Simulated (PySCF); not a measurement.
PySCF input file for F2H4Si2, SMILES [SiH2](F)[SiH2]F, KT2/pcSseg-1. Geometry: r2SCAN-D4/def2-SVP. Other conformers were not sampled.

```python
import numpy as np
from pyscf import gto, scf, dft
from pyscf.prop.nmr import rks as nmr

mol = gto.M(
    atom='''
    Si   -1.13158596    0.31042991    0.40499797
    F    -1.89429701   -0.40885455   -0.84614952
    Si    1.13158595   -0.31042991    0.40499797
    F     1.89429701    0.40885455   -0.84614952
    H    -1.29329977    1.78723710    0.27187855
    H    -1.77540846   -0.14582535    1.67349560
    H     1.29329977   -1.78723709    0.27187853
    H     1.77540845    0.14582534    1.67349560
    ''',
    basis='pcSseg-1',
    charge=0,
    spin=0,
    max_memory=1600,
    verbose=3,
)
mf = dft.RKS(mol, xc='kt2')
mf.grids.level = 3
mf.conv_tol = 1e-10
mf.max_cycle = 100
mf.kernel()
n = nmr.NMR(mf)
n.verbose = 2
n.max_cycle_cphf = 60
sigma = n.kernel()
print('atom   isotropic/ppm   span/ppm')
for i, s in enumerate(sigma):
    w = np.linalg.eigvalsh((s + s.T) / 2)
    print(f'{mol.atom_symbol(i):2s}{i + 1:3d} {w.mean():14.3f} {w[2] - w[0]:11.3f}')
```

Program output:

```
converged SCF energy = -788.749543825372
atom   isotropic/ppm   span/ppm
Si  1        351.968     200.112
F   2        428.958      80.529
Si  3        351.968     200.112
F   4        428.958      80.529
H   5         25.278       7.021
H   6         25.668       6.894
H   7         25.278       7.021
H   8         25.668       6.894
```

The calculation finished and met its thresholds.
